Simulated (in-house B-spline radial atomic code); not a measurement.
Results of a calculation; reference values are marked as such.
# Correlation energy from the adiabatic connection: ω²r²/2 − Z/r, ω = 0.565, Z = 1.5

Two electrons in a singlet, external potential ω²r²/2 − Z/r, ω = 0.565, Z = 1.5 (atomic units). Full CI in B-splines (partial waves to l = 8, correlation up to 0.6 % small) with the density held fixed gives W(λ) = <V_ee>_λ − U, and E_c is the integral of W(λ) − W(0) from 0 to 1.

```tsv
λ	W(λ) − W(0) (hartree)
0	0.00000
0.02	-0.00184
0.05	-0.00456
0.12	-0.01075
0.25	-0.02171
0.4	-0.03355
0.6	-0.04812
0.8	-0.06147
1	-0.07373
```

Question: Integrate the table by the trapezoid rule.

Answer: The strips give -0.00002, -0.00010, -0.00054, -0.00211, -0.00414, -0.00817, -0.01096, -0.01352, which sum to -0.03955 hartree. The direct value, W(1) − W(0) + T_c with T_c = 0.03410, is -0.03963; the curve is convex, so chords lie above it and the trapezoids fall short in size by 0.19 %.

Question: Now use only three numbers: W(0) = -0.92479, the initial slope W'(0) = -0.09226 (extrapolated from the first points) and the strong-coupling limit of the point-charge-plus-continuum model, W∞ = -1.2984. What do second-order theory and the interpolation W(λ) = W∞ + (W(0) − W∞)/√(1 + 2χλ) of Seidl, Perdew and Levy give?

Answer: Second order keeps the slope alone: E_c = W'(0)/2 = -0.04613, +16 % in size against -0.03963. Matching the slope fixes χ = W'(0)/(W∞ − W(0)) = -0.09226/(-0.37361) = 0.24694. Integrating, with s = √(1 + 2χ) = 1.222245, E_c = −(W(0) − W∞)(s − 1)/(s + 1) = −0.37361 × 0.222245/2.222245 = -0.03736 hartree, -5.7 % in size against the full result. At λ = 1 the formula gives W − W(0) = -0.06793 against -0.07373. Part of the miss can come from the model's W∞.
